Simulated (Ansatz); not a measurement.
Stepwise reaction of `C[SiH](C)O[SiH3]` with hydrogen, as a gas-phase model of exchange steps in deposition or etching. ΔE in kJ/mol.

Gas-phase electronic energies from Ansatz, PBE0-D4/def2-TZVP geometries. CBS: MP2 limit from def2 TZ/QZ plus the TZ coupled-cluster correction, frozen cores. This one scheme is used for every species. Functionals use def2-TZVPP. B3LYP here is the variant with VWN-RPA as its local correlation; programs differ in this. One conformer a species, not always the lowest.

| step | reaction | PBE-D4 | B3LYP-D4 | ωB97M-V | CCSD(T)/CBS |
| --- | --- | --- | --- | --- | --- |
| 1 | `C[SiH](C)O[SiH3]` + H₂ → `C[SiH2]O[SiH3]` + CH₄ | -16.1 | -21.2 | -18.1 | -18.3 |
| 2 | `C[SiH2]O[SiH3]` + H₂ → `[SiH3]O[SiH3]` + CH₄ | -14.9 | -20.8 | -17.3 | -17.7 |

Q: By hand: ΔE of the 2 steps together at CCSD(T)/CBS.

A: (-18.3) + (-17.7) = -36.0 kJ/mol, or -18.0 kJ/mol a step.

In ΔE the steps differ by no more than 0.6 kJ/mol. All are downhill at CCSD(T)/CBS. PBE-D4 differs from CCSD(T)/CBS by 2.2 to 2.8 kJ/mol a step. Isolated molecules leave out the surface, adducts and barriers. Largest T1 diagnostic: 0.011.
